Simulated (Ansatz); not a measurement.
System: GaF2 (charge -1, singlet). SMILES of the parent species: [F][Ga][F]
Geometry from a B3LYP-D3(BJ)/def2-TZVP (Ansatz, a first-principles code) optimisation:
```
Ga
F 1 1.8909
F 1 1.8909 2 97.54
```
Charge -1, spin multiplicity 1.

Parts of the frozen-core correlation energy in STO-3G (Ansatz, hartree). Frozen orbitals: 16; correlated occupied orbitals by spin: 9 and 9; virtual: 3 and 3. No spin-orbit coupling. Non-relativistic. The restricted reference is unstable. The program attaches cautions to this run: above unrestricted.

```csv
term,value
reference (HF),-2096.77849
MP2 opposite-spin,-0.04829
MP2 same-spin,-0.01039
CCSD correlation,-0.07245
(T),-0.00786
FCI minus CCSD(T),0.00004
T1 diagnostic,0.023
largest doubles amplitude,0.083
```
